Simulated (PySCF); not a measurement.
## BeCl₂: bending curve

Computed with PBE in PySCF with Be def2-TZVP, Cl def2-TZVP; no relativity; density-fitted integrals.

Rigid scan from the singlet minimum (Be–Cl 1.809 Å (×2); Cl–Be–Cl 180.0°). Coordinate: the Cl–Be–Cl angle, bonds fixed. Energies in kJ/mol from the minimum.

```tsv
bond angle (°)	E (kJ/mol)	dipole size (D)
80	421.2	4.22
90	268.4	3.70
100	178.4	3.25
110	121.1	2.84
120	81.8	2.44
130	53.6	2.05
140	32.9	1.65
150	18.0	1.24
160	7.9	0.83
170	2.0	0.42
180	0.0	0.00
```

The scan took 8.7 s on 2 threads of a shared Arm Neoverse V1 host; the process peaked at 0.75 GiB.
